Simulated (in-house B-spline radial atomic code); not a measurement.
How numerical settings move a run on neutral silicon, [Ne] 3s2 3p2. Computed with an all-electron radial atomic-structure program (B-spline basis): Dirac-Kohn-Sham LDA VWN5, spherical fractional occupations, Fermi nucleus of rms radius 3.1224 fm.

Command:
```bash
python run_scf.py task.json out
```
Settings of the sound reference run:
```
Z                14
electrons        14
configuration    [Ne] 3s2 3p2
hamiltonian      dirac
method           lda,vwn
spin_polarised   False
nucleus          fermi
rms_radius       3.1224
mass_number      28
atomic_mass      27.97693
speed_of_light   137.036
knot_spacing     0.22
spline_order     8
gauss_points     12
box_radius       50
max_iterations   70
damping          0.5
damped_steps     3
diis_vectors     10
tolerance        1e-08
start            Thomas-Fermi
```

Time taken, with all properties: 1.1 s on 1 thread of Arm Neoverse V1, with other jobs on the host.

It converges in 9 iterations to -288.826429 hartree, with 3p3/2 at -4.15128 eV. The other runs change the listed settings, some to values that make no sense; their results aren't properties of the atom or ion. Radii are in bohr (the nuclear one in fm), a minus after a letter asks for a j subshell, and «unchanged» means within 1e-8 hartree. The run stops when the residual is below 10 × tolerance × max(1, Z/10), or a noise floor if that is larger, and the energy moves by less than 1e-8 × √|E| hartree; so very loose and very tight tolerances often act alike.

| changed settings | outcome |
| --- | --- |
| electrons = 15, configuration = [Ne] 3s2 3p2 2f1, max_iterations = 60 | stopped with error: there is no 2f shell |
| method = hf, speed_of_light = 7.00254 | stopped with error: Z/c is past the critical charge |
| damping = 0.2 | converged in 9 iterations, energy unchanged, 3p3/2 level -9.6e-07 eV |
| damping = 0 | converged in 10 iterations, energy unchanged, 3p3/2 level -1.0e-05 eV |
| first_knot = 0.00714, max_iterations = 75, damping = 0.8, damped_steps = 1 | converged in 9 iterations, energy +1.04e-04 hartree from the reference, 3p3/2 level +6.0e-06 eV |
| knot_spacing = 0.1, box_radius = 10, max_iterations = 50, diis_vectors = 2, start = bare nucleus | converged in 15 iterations, energy +3.45e-04 hartree from the reference, 3p3/2 level +3.1e-02 eV (the program warns: 3p3/2 reaches the box edge; 3s1/2 reaches the box edge) |
| first_knot = 0.0714 | converged in 9 iterations, energy +3.93e-02 hartree from the reference, 3p3/2 level +3.0e-03 eV |
| gauss_points = 3 | converged in 9 iterations, energy +1.00e-05 hartree from the reference, 3p3/2 level +2.0e-06 eV |
| damping = 0.95 | converged in 11 iterations, energy unchanged, 3p3/2 level -5.3e-06 eV |
| knot_spacing = 0.75, box_radius = 100, max_iterations = 50, damping = 0.95, damped_steps = 0 | converged in 8 iterations, energy +5.38e-02 hartree from the reference, 3p3/2 level -5.7e-03 eV |
| first_knot = 7.14e-05 | converged in 9 iterations, energy unchanged |
| first_knot = 0.214 | converged in 9 iterations, energy +5.61e-01 hartree from the reference, 3p3/2 level +6.9e-02 eV |

Task: What happens with electrons = 17, configuration = [Ne] 3s2 3p2 4s3, max_iterations = 50?

Result: Stopped with error: shell 4s holds at most 2 electrons.

Task: What happens with first_knot = 0.00714?

Result: Converged in 9 iterations, energy +1.04e-04 hartree from the reference, 3p3/2 level +1.1e-05 eV.

Task: What happens with first_knot = 0.00714, max_iterations = 50, damped_steps = 1, tolerance = 0.01?

Result: Converged in 8 iterations, energy +1.04e-04 hartree from the reference, 3p3/2 level -2.0e-05 eV.

Task: What happens with damping = 0.8?

Result: Converged in 10 iterations, energy unchanged, 3p3/2 level -1.2e-05 eV.
